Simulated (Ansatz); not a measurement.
Si6O⁺. Charge 1, multiplicity 2. Geometry r2SCAN-D4/def2-SVP.

```xyz
7

O    -0.151    1.201   -1.178
Si    0.028   -1.401    0.721
Si    2.218   -0.411    0.646
Si   -1.450   -0.127   -0.892
Si   -1.762   -0.025    1.552
Si    0.239    1.114    0.575
Si    0.879   -0.352   -1.424
```

HSE06 is defined as in plane-wave codes, on full-range PBE exchange. Another isomer (doublet) lies 0.19 eV lower at PBE0-D4/def2-TZVP; other spin states weren't run for this one.

Question: Estimate the α-spin orbital energies around the gap (eV) in Ansatz with PBE-D4/def2-TZVP, r2SCANh-D4/def2-TZVP, PBE0-D4/def2-SVP, PBE0-D4/def2-TZVP, HSE06-D4/def2-TZVP.

Answer: 
```
orbital  PBE-D4/def2-TZVP  r2SCANh-D4/def2-TZVP  PBE0-D4/def2-SVP  PBE0-D4/def2-TZVP  HSE06-D4/def2-TZVP
 HOMO−9            -15.94                -16.97            -17.85             -17.56              -17.15
 HOMO−8            -14.79                -15.76            -16.54             -16.26              -15.84
 HOMO−7            -14.06                -14.89            -15.61             -15.37              -14.96
 HOMO−6            -13.10                -13.84            -14.52             -14.31              -13.91
 HOMO−5            -12.91                -13.56            -14.20             -13.98              -13.58
 HOMO−4            -11.48                -12.14            -12.68             -12.45              -12.07
 HOMO−3            -11.02                -11.59            -12.17             -11.92              -11.55
 HOMO−2            -10.66                -11.15            -11.72             -11.53              -11.16
 HOMO−1            -10.28                -10.79            -11.31             -11.11              -10.74
   HOMO            -10.16                -10.71            -11.17             -10.99              -10.62
   LUMO             -9.15                 -8.98             -8.80              -8.60               -8.95
 LUMO+1             -7.99                 -7.77             -7.52              -7.38               -7.73
 LUMO+2             -7.21                 -6.78             -6.46              -6.42               -6.79
 LUMO+3             -6.42                 -6.00             -5.77              -5.67               -6.03
 LUMO+4             -6.03                 -5.57             -5.32              -5.27               -5.64
 LUMO+5             -5.87                 -5.38             -5.14              -5.11               -5.47
 β HOMO            -10.20                -10.64            -11.19             -11.00              -10.63
 β LUMO             -9.54                 -9.15             -9.04              -8.83               -9.20
```
